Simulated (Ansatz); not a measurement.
These are PBE0-D3(BJ)/def2-TZVP (Ansatz, a program for electronic structure) values and carry that method's errors. No frequencies were computed at this level.

Ansatz 0.2 input:
```yaml
crystal:
  periodic: [false, false, false]
  atoms:
    - { symbol: C, position_ang: [1.575012, -0.063641, -1.068293] }
    - { symbol: Si, position_ang: [1.00114, 0.243664, 0.560089] }
    - { symbol: C, position_ang: [-0.863483, 0.112772, 0.931665] }
    - { symbol: N, position_ang: [-1.67871, -0.215111, -0.092716] }
    - { symbol: O, position_ang: [-1.285597, 0.319371, 2.056259] }
    - { symbol: H, position_ang: [0.928715, -0.327733, -1.889547] }
    - { symbol: H, position_ang: [2.616221, -0.003029, -1.331181] }
    - { symbol: H, position_ang: [1.694013, 0.605838, 1.784855] }
    - { symbol: H, position_ang: [-1.31464, -0.378556, -1.013218] }
    - { symbol: H, position_ang: [-2.672671, -0.293575, 0.062086] }
basis:
  gaussian: { orbitals: def2-tzvp }
hamiltonian:
  xc: pbe0
  dispersion: d3bj
relax:
  max_steps: 150
```

Output:

```
Functional definition: PBE0
1154 factors; their error is unknown
mean field evaluation 1: about -13548.1611 eV, gradient 7.9e1 eV
mean field evaluation 2: about -13528.0258 eV, gradient 1.1e2 eV
mean field evaluation 4: about -13561.2676 eV, gradient 9.8e0 eV
mean field evaluation 8: about -13561.4686 eV, gradient 1.4e-1 eV
mean field evaluation 16: about -13561.5075 eV, gradient 4.4e-3 eV
mean field -13561.50747710 eV, -498.3762074635 hartree, gradient 4.5e-5 eV, S^2 0.000000; 0 other end points of the search recorded, 0 dependent functions left out
reference -13561.50750637 eV, -498.3762085390 hartree; 23, 23 occupied and 168, 168 virtual orbitals, 1154 factors
relax step   1: F+E_penalty+E_count = -13561.70325321 eV  Δ(F+E_penalty+E_count) = +0.000e0 eV  max|allowed force component| = 1.807e0 eV/Å  Δτ_max = 0.0000 Å  (31 SCF iters, accepted)
these checks for a lower state are left out or cut short: starts, cluster_reference, orbital_swaps, neighbouring_geometries, increment
1154 factors; their error is unknown
mean field -13561.59074034 eV, -498.3792673312 hartree, gradient 7.0e-6 eV, S^2 0.000000; 0 other end points of the search recorded, 0 dependent functions left out
reference -13561.59076974 eV, -498.3792684117 hartree; 23, 23 occupied and 168, 168 virtual orbitals, 1154 factors
relax step   2: F+E_penalty+E_count = -13561.78549684 eV  Δ(F+E_penalty+E_count) = -8.224e-2 eV  max|allowed force component| = 7.478e-1 eV/Å  Δτ_max = 0.0773 Å  (35 SCF iters, accepted)
these checks for a lower state are left out or cut short: starts, cluster_reference, orbital_swaps, neighbouring_geometries, increment
1154 factors; their error is unknown
mean field evaluation 32: about -13561.6045 eV, gradient 4.3e-3 eV
mean field -13561.60452372 eV, -498.3797738609 hartree, gradient 6.9e-6 eV, S^2 0.000000; 0 other end points of the search recorded, 0 dependent functions left out
reference -13561.60455315 eV, -498.3797749426 hartree; 23, 23 occupied and 168, 168 virtual orbitals, 1154 factors
relax step   3: F+E_penalty+E_count = -13561.79907588 eV  Δ(F+E_penalty+E_count) = -1.358e-2 eV  max|allowed force component| = 6.092e-2 eV/Å  Δτ_max = 0.0383 Å  (35 SCF iters, accepted)
these checks for a lower state are left out or cut short: starts, cluster_reference, orbital_swaps, neighbouring_geometries, increment
1154 factors; their error is unknown
mean field -13561.60512439 eV, -498.3797959351 hartree, gradient 7.6e-6 eV, S^2 0.000000; 0 other end points of the search recorded, 0 dependent functions left out
reference -13561.60515385 eV, -498.3797970180 hartree; 23, 23 occupied and 168, 168 virtual orbitals, 1154 factors
relax step   4: F+E_penalty+E_count = -13561.79940601 eV  Δ(F+E_penalty+E_count) = -3.301e-4 eV  max|allowed force component| = 6.053e-2 eV/Å  Δτ_max = 0.0197 Å  (34 SCF iters, accepted)
these checks for a lower state are left out or cut short: starts, cluster_reference, orbital_swaps, neighbouring_geometries, increment
1154 factors; their error is unknown
mean field -13561.60579020 eV, -498.3798204031 hartree, gradient 7.6e-6 eV, S^2 0.000000; 0 other end points of the search recorded, 0 dependent functions left out
reference -13561.60581969 eV, -498.3798214869 hartree; 23, 23 occupied and 168, 168 virtual orbitals, 1154 factors
relax step   5: F+E_penalty+E_count = -13561.79986699 eV  Δ(F+E_penalty+E_count) = -4.610e-4 eV  max|allowed force component| = 3.857e-2 eV/Å  Δτ_max = 0.0149 Å  (34 SCF iters, accepted)
these checks for a lower state are left out or cut short: starts, cluster_reference, orbital_swaps, neighbouring_geometries, increment
1154 factors; their error is unknown
mean field -13561.60594802 eV, -498.3798262032 hartree, gradient 7.7e-6 eV, S^2 0.000000; 0 other end points of the search recorded, 0 dependent functions left out
reference -13561.60597752 eV, -498.3798272873 hartree; 23, 23 occupied and 168, 168 virtual orbitals, 1154 factors
relax step   6: F+E_penalty+E_count = -13561.79997659 eV  Δ(F+E_penalty+E_count) = -1.096e-4 eV  max|allowed force component| = 2.125e-2 eV/Å  Δτ_max = 0.0047 Å  (37 SCF iters, accepted)
these checks for a lower state are left out or cut short: starts, cluster_reference, orbital_swaps, neighbouring_geometries, increment
1154 factors; their error is unknown
mean field -13561.60605997 eV, -498.3798303171 hartree, gradient 7.7e-6 eV, S^2 0.000000; 0 other end points of the search recorded, 0 dependent functions left out
reference -13561.60608948 eV, -498.3798314016 hartree; 23, 23 occupied and 168, 168 virtual orbitals, 1154 factors
relax step   7: F+E_penalty+E_count = -13561.80002997 eV  Δ(F+E_penalty+E_count) = -5.337e-5 eV  max|allowed force component| = 9.786e-3 eV/Å  Δτ_max = 0.0060 Å  (36 SCF iters, accepted)
1154 factors; their error is unknown
mean field evaluation 64: about -13561.5629 eV, gradient 1.3e-4 eV
mean field -13561.60605997 eV, -498.3798303171 hartree, gradient 7.7e-6 eV, S^2 0.000000; 1 other end points of the search recorded, 0 dependent functions left out
reference -13561.60608948 eV, -498.3798314016 hartree; 23, 23 occupied and 168, 168 virtual orbitals, 1154 factors
Total energy: -13561.80005948 eV, -498.3869596675 hartree
Atom 0 at     1.631713    -0.051212    -1.041914 Å, force    -0.003444    -0.001881    -0.009510 eV/Å
Atom 1 at     0.962274     0.225146     0.497490 Å, force    -0.004180     0.000830     0.003199 eV/Å
Atom 2 at    -0.897409     0.103926     0.909752 Å, force     0.009786    -0.002696    -0.008241 eV/Å
Atom 3 at    -1.757207    -0.220518    -0.080485 Å, force    -0.001928     0.001461     0.002849 eV/Å
Atom 4 at    -1.244821     0.323070     2.054393 Å, force    -0.006128     0.001921     0.008524 eV/Å
Atom 5 at     1.039589    -0.319688    -1.910235 Å, force     0.002552     0.000624     0.003176 eV/Å
Atom 6 at     2.697036     0.029453    -1.228673 Å, force     0.001096     0.000588     0.002880 eV/Å
Atom 7 at     1.750871     0.590440     1.688522 Å, force     0.000591    -0.000361    -0.001083 eV/Å
Atom 8 at    -1.440826    -0.394215    -1.017077 Å, force     0.000571    -0.000306    -0.000862 eV/Å
Atom 9 at    -2.741220    -0.286403     0.128227 Å, force     0.001084    -0.000180    -0.000932 eV/Å
Dipole moment:    -0.128612    -0.146206    -0.584517 e Å
```

Cost: around 40 core-seconds (rough).
